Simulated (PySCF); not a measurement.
## Working out the ionisation energy of Zn+

Zn+ [Ar] 3d10 4s1 (2S) → Zn(2+) [Ar] 3d10 (1S). Calculation: PySCF 2.14, in aug-cc-pwCVTZ-DK (10s9p7d4f3g, 127 functions); the spin-free X2C one-electron Hamiltonian (Gaussian nucleus). Frozen: nothing. Energies in hartree (1 hartree = 27.21139 eV):

```
             part   Zn+ (lower)  Zn(2+) (upper)
              UHF  -1793.981378    -1793.361887
MP2 opposite-spin     -0.827798       -0.804076
    MP2 same-spin     -0.418041       -0.399619
```

Problem. What does Hartree-Fock give?

Solution. (-1793.361887) − (-1793.981378) = 0.619491 hartree = 16.857 eV.

Problem. What do MP2 and SCS-MP2 (6/5 opposite-spin, 1/3 same-spin) give?

Solution. The opposite-spin parts differ by 0.646 eV and the same-spin parts by 0.501 eV. MP2: 16.857 + (0.646) + (0.501) = 18.004 eV. SCS-MP2: 16.857 + 1.2 × (0.646) + (0.501)/3 = 17.799 eV.

Measured between the centres of the two terms (NIST): 17.964 eV, so MP2 (all electrons) is off by 0.040 eV.

What remains against the reference includes basis incompleteness and correlation beyond second order.
